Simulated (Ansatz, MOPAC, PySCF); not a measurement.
Molecule: CH$_{6}$BO$_{2}$Si, charge 0, multiplicity 2. SMILES: C[SiH]B(O)O
Geometry: optimised at B3LYP-D3(BJ)/def2-TZVP (Ansatz, a quantum-chemistry and plane-wave program).

Unscaled harmonic wavenumbers (cm⁻¹) in rising order, each level at the stationary point that it reaches from this structure (no distance between atoms moves by over 0.3 Å); the order of modes can differ between levels, and a negative number is imaginary. B3LYP-D3(BJ)/def2-TZVP (PySCF, at the structure above): 66, 107, 112, 260, 342, 398, 470, 498, 569, 614, 666, 721, 770, 900, 988, 1008, 1271, 1283, 1370, 1456, 1458, 2170, 3026, 3092, 3115, 3767, 3852.

AM1 (MOPAC): 26, 59, 104, 234, 298, 398, 432, 522, 632, 643, 673, 721, 783, 852, 1200, 1286, 1366, 1378, 1382, 1471, 1539, 2242, 3046, 3055, 3157, 3464, 3537. Zero-point energy 49.3 against 49.1 kcal/mol; where all levels lie over 400 cm⁻¹, the wavenumbers are on average 1.033 times those of B3LYP-D3(BJ)/def2-TZVP.

HF/3-21G (Ansatz): 69, 88, 114, 275, 357, 419, 518, 545, 583, 671, 707, 768, 910, 997, 1041, 1079, 1357, 1465, 1519, 1633, 1635, 2217, 3189, 3258, 3274, 3882, 3954. Zero-point energy 52.2 against 49.1 kcal/mol; where all levels lie over 400 cm⁻¹, the wavenumbers are on average 1.079 times those of B3LYP-D3(BJ)/def2-TZVP.

HF/6-31G* (Ansatz): 60, 115, 124, 280, 370, 440, 539, 549, 603, 668, 711, 766, 863, 979, 1071, 1112, 1382, 1445, 1473, 1605, 1606, 2309, 3196, 3263, 3280, 4074, 4148. Zero-point energy 52.9 against 49.1 kcal/mol; where all levels lie over 400 cm⁻¹, the wavenumbers are on average 1.086 times those of B3LYP-D3(BJ)/def2-TZVP.

B3LYP/6-31G* (Ansatz): 63, 101, 110, 260, 342, 398, 474, 495, 565, 627, 664, 719, 789, 913, 1002, 1032, 1290, 1318, 1400, 1489, 1492, 2180, 3045, 3116, 3138, 3711, 3805. Zero-point energy 49.4 against 49.1 kcal/mol; where all levels lie over 400 cm⁻¹, the wavenumbers are on average 1.009 times those of B3LYP-D3(BJ)/def2-TZVP.
